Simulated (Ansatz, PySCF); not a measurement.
Species: C2H2BCl2 (charge 0, doublet). SMILES: [CH]=CB(Cl)Cl
Geometry: optimised at B3LYP-D3(BJ)/def2-TZVP (Ansatz, a program for electronic structure).

Unscaled harmonic wavenumbers (cm⁻¹) in rising order, each level at the stationary point that it reaches from this structure (no distance between atoms moves by over 0.3 Å); the order of modes can differ between levels, and a negative number is imaginary. B3LYP-D3(BJ)/def2-TZVP (PySCF, at the structure above): 97, 177, 263, 397, 412, 540, 665, 809, 885, 940, 1111, 1234, 1629, 3020, 3226.

HF/3-21G (Ansatz): 127, 193, 274, 421, 448, 545, 729, 861, 985, 1008, 1196, 1361, 1559, 3252, 3410. Zero-point energy 23.4 against 22.0 kcal/mol; where all levels lie over 400 cm⁻¹, the wavenumbers are on average 1.065 times those of B3LYP-D3(BJ)/def2-TZVP.

HF/6-31G* (Ansatz): 109, 192, 282, 428, 438, 579, 700, 925, 956, 1016, 1192, 1331, 1552, 3268, 3427. Zero-point energy 23.4 against 22.0 kcal/mol; where all levels lie over 400 cm⁻¹, the wavenumbers are on average 1.067 times those of B3LYP-D3(BJ)/def2-TZVP.

B3LYP/6-31G* (Ansatz): 101, 177, 266, 396, 413, 541, 665, 830, 880, 947, 1123, 1248, 1637, 3040, 3241. Zero-point energy 22.2 against 22.0 kcal/mol; where all levels lie over 400 cm⁻¹, the wavenumbers are on average 1.007 times those of B3LYP-D3(BJ)/def2-TZVP.
